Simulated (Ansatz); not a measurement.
Isolated molecules relaxed with PBE0-D4/def2-TZVP in Ansatz; ΔE leaves out vibrations. CCSD(T)/CBS adds triple-zeta CCSD(T) − MP2 to the extrapolated MP2 energy (def2 sets, frozen cores). Functionals use def2-TZVPP. B3LYP here is the variant with VWN-RPA as its local correlation; programs differ in this. HSE06 is defined as in plane-wave codes. One conformer a species, not always the lowest.

Consider the isomerisation: `C/C=C/CCCC` → `C[C@@H]1CC[C@@H](C)C1`.

```csv
level,ΔE (kJ/mol),difference from CCSD(T)/CBS
LDA (SPW92),-85.9,-21.1
PBE-D4,-61.9,2.9
revPBE-D4,-64.8,0.0
B3LYP-D4,-49.5,15.3
BHLYP-D4,-58.9,5.9
CAM-B3LYP-D4,-59.3,5.5
ωB97X-V,-74.8,-10.0
B2PLYP,-52.2,12.6
BLYP,-25.3,39.5
PBE0,-68.4,-3.6
HSE06,-68.3,-3.5
LC-ωPBE,-82.6,-17.8
RPA@PBE/def2-TZVPP,-67.8,-3.0
HF/def2-TZVPP,-43.1,21.7
SCS-MP2/def2-QZVPP,-66.0,-1.2
MP2/CBS(def2),-74.4,-9.6
CCSD(T)/CBS,-64.8,0
```

Largest T1 diagnostic among the species: 0.009.

At CCSD(T), def2-SVP lies −4.1 kJ/mol from the extrapolated value and def2-TZVPP −1.7 kJ/mol. Leaving LDA and LC-ωPBE aside and taking each functional with its dispersion term where it has one, the values, not all of them listed here, spread over 41.3 kJ/mol, from PBE-QIDH to BLYP-D4. LDA lies −30.1 kJ/mol from PBE without D4. The D4 term adds −9.9 kJ/mol with B3LYP and −5.1 kJ/mol with PBE0; it sums over pairs of atoms, weighted by their polarisabilities, and B3LYP, whose exchange is more repulsive, gets the larger term.

CCSD(T)/CBS has its own doubt, a few kJ/mol and more with outer-core shells, so smaller differences from it don't rank the levels.
